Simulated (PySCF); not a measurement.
SrCl, SMILES [Cl][Sr+], charge +1. Atoms are numbered in the order given.

```xyz
2

Sr     0.0000     0.0000    -0.7679
Cl     0.0000     0.0000     1.7164
```
Charge +1, spin multiplicity 1.

Geometry optimised at B3LYP-D3(BJ)/def2-TZVPD. The multiplicity is an assumed one; other spin states were not compared. The def2 effective core potentials stand for the cores of Sr; spin–orbit coupling is left out.

These are B3LYP-D3(BJ)/def2-TZVPD (PySCF) values and carry that method's errors.

Frequencies are harmonic and unscaled.

```tsv
mode	ν (cm⁻¹)	IR (km/mol)	moving atoms (share of kinetic energy)
1	357	68.2	Cl 71 %, Sr 29 %
```
